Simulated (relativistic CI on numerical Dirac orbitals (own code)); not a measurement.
# Electric-dipole lines of S V

Calculated at this level of theory: Dirac-Coulomb-Breit CI, KLI orbitals optimised for each configuration, QED by a radiative potential, valence Slater integrals scaled by 0.85, P86 correlation estimate, and configurations built on the next ion tied to the tabulated ionisation energy (semi-empirical) (own radial code, finite nucleus).

CI space (outside the closed core [Ne]): 3s², 3s3d, 3s4s, 3s4p, 3s3p, 3s4d, 3s5s, 3s4f, 3p², 3d², 3p3d, 3p4s, 3d4s, 3s5p, 3s5d, 4s², 3s5f, 3s5g. Levels of other configurations are missing.

```csv
λ vac (nm),Lower,Upper,A (s⁻¹),E lower (cm⁻¹),E upper (cm⁻¹)
41.935,3s3d ³D2 [11],3s5f ³F°3 [56],5.70e+09,236304,474769
41.935,3s3d ³D3 [13],3s5f ³F°4 [57],6.41e+09,236306,474770
41.935,3s3d ³D1 [12],3s5f ³F°2 [55],5.38e+09,236305,474769
43.481,3s3p ³P°1 [3],3s4s ³S1 [15],4.30e+09,83225,313212
43.622,3s3p ³P°2 [4],3s4s ³S1 [15],7.18e+09,83970,313212
48.606,3s3d ¹D2 [14],3s5f ¹F°3 [65],7.04e+09,271817,477551
50.423,3s3p ¹P°1 [5],3s4s ¹S0 [16],1.03e+10,124641,322963
56.664,3s3d ³D3 [13],3s4f ³F°4 [39],1.40e+10,236306,412786
56.665,3s3d ³D2 [11],3s4f ³F°3 [38],1.25e+10,236304,412781
56.665,3s3d ³D3 [13],3s4f ³F°3 [38],1.56e+09,236306,412781
56.666,3s3d ³D2 [11],3s4f ³F°2 [37],2.18e+09,236304,412778
56.666,3s3d ³D1 [12],3s4f ³F°2 [37],1.18e+10,236305,412778
65.172,3s3p ³P°0 [2],3s3d ³D1 [12],3.88e+09,82865,236305
65.325,3s3p ³P°1 [3],3s3d ³D1 [12],2.89e+09,83225,236305
65.326,3s3p ³P°1 [3],3s3d ³D2 [11],5.20e+09,83225,236304
65.644,3s3p ³P°2 [4],3s3d ³D3 [13],6.85e+09,83970,236306
65.645,3s3p ³P°2 [4],3s3d ³D2 [11],1.71e+09,83970,236304
67.428,3s3d ¹D2 [14],3s4f ¹F°3 [40],1.37e+10,271817,420123
67.946,3s3p ¹P°1 [5],3s3d ¹D2 [14],1.25e+10,124641,271817
80.230,3s² ¹S0 [1],3s3p ¹P°1 [5],4.98e+09,0,124641
87.562,3s3d ³D3 [13],3s4p ³P°2 [29],1.25e+09,236306,350511
126.18,3s3d ¹D2 [14],3s4p ¹P°1 [30],8.46e+08,271817,351068
130.16,3s4d ¹D2 [36],3s5f ¹F°3 [65],1.47e+09,400725,477551
130.22,3s4d ³D1 [33],3s5f ³F°2 [55],1.24e+09,397978,474769
130.23,3s4d ³D2 [34],3s5f ³F°3 [56],1.31e+09,397979,474769
130.23,3s4d ³D3 [35],3s5f ³F°4 [57],1.47e+09,397982,474770
158.89,3s4f ³F°2 [37],3s5g ³G3 [59],2.47e+09,412778,475715
158.90,3s4f ³F°3 [38],3s5g ³G4 [60],2.52e+09,412781,475715
158.91,3s4f ³F°4 [39],3s5g ³G5 [61],2.68e+09,412786,475716
180.57,3s4f ¹F°3 [40],3s5g ¹G4 [58],1.92e+09,420123,475503
201.38,3s4p ¹P°1 [30],3s4d ¹D2 [36],1.03e+09,351068,400725
204.57,3s4d ³D3 [35],3s5p ³P°2 [49],5.64e+08,397982,446866
209.14,3s4p ³P°0 [27],3s4d ³D1 [33],5.75e+08,350164,397978
209.53,3s4p ³P°1 [28],3s4d ³D2 [34],7.49e+08,350254,397979
210.65,3s4p ³P°2 [29],3s4d ³D3 [35],1.02e+09,350511,397982
268.10,3s4s ³S1 [15],3s4p ³P°2 [29],3.23e+08,313212,350511
269.96,3s4s ³S1 [15],3s4p ³P°1 [28],3.06e+08,313212,350254
355.81,3s4s ¹S0 [16],3s4p ¹P°1 [30],1.15e+08,322963,351068
458.66,3s5p ³P°0 [47],3s5d ³D1 [51],1.53e+08,446703,468506
459.76,3s5p ³P°1 [48],3s5d ³D2 [52],2.05e+08,446756,468507
462.05,3s5p ³P°2 [49],3s5d ³D3 [53],2.71e+08,446866,468509
592.64,3s5s ³S1 [45],3s5p ³P°2 [49],9.43e+07,429992,446866
596.52,3s5s ³S1 [45],3s5p ³P°1 [48],9.25e+07,429992,446756
675.52,3s4d ³D3 [35],3s4f ³F°4 [39],3.04e+07,397982,412786
675.61,3s4d ³D2 [34],3s4f ³F°3 [38],2.70e+07,397979,412781
```

Terms are leading LS components. Brackets give the number of a level in order of energy, since labels repeat. The list gives strong lines, with weight on those to low levels, without configurations that were not tied to measured data, without lines whose two gauges differ by over a factor of 2.5, among the lowest 75 of 76 levels, so that lines to higher ones, which can be the strongest, are missing, and without 5 lines that miss the measured interval by over 7 %, start from a term whose rates miss tabulated ones by over 60 %, have gauges far apart or, lacking measured levels, span too small a gap for the errors found; lines with a level outside our table were not tested and can miss by more. Levels whose partners in the same complex of configurations lie outside the list can be far off, and so can their lines. Rates are taken at the computed energies, electric ones in the length gauge.

Configurations that consist of the next ion and one excited electron were tied to the tabulated ionisation energy; Rydberg ones are usually within 1,000 to 3,000 cm⁻¹ and the lowest ones within about 6,000 (9,000 in d shells), while levels on excited terms of the next ion carry the error of that term, and the other configurations can be misplaced by 10,000 cm⁻¹ or more. Rates follow the energies as ν³ (E1, M1) or ν⁵ (E2), so rates, branching and lifetimes can be off by large factors. 56 of the 69 excited levels that our extract of the measured tables holds in this range could be paired (the sources list more); they are missed by 1205 cm⁻¹ on average and 3452 at most, and levels without a partner can miss by more.

From the table, what is the radiative lifetime of 3s4f ³F°3?

The listed rates from this level add up to about 1.41e+10 s⁻¹, 100 % of its decay; with all channels τ = 7.11e-11 s.
